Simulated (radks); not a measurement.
Values are calculated unless marked as measured or tabulated.
Tb V, configuration [Kr] 4d10 4f8 5s1 5p6 (not the ground configuration). Level of theory: scalar-relativistic Kohn-Sham, PBE, spin-polarised, spherical densities, finite nucleus; open shells are filled with parallel spins first (spin-orbit coupling, left out, can overturn this in heavy ions); Fermi nuclear charge, rms radius 5.06 fm (a radial shooting solver on a logarithmic mesh with Libxc functionals).

X-ray form factor f0, the Fourier transform of the density (f0(0) = 61):

sin(theta)/lambda (1/angstrom),f0 (electrons)
0.05,60.430
0.1,58.807
0.15,56.358
0.2,53.386
0.25,50.189
0.3,47.002
0.4,41.181
0.5,36.316
0.6,32.256
0.8,25.860
1,21.336
1.25,17.738
1.5,15.425
2,11.845
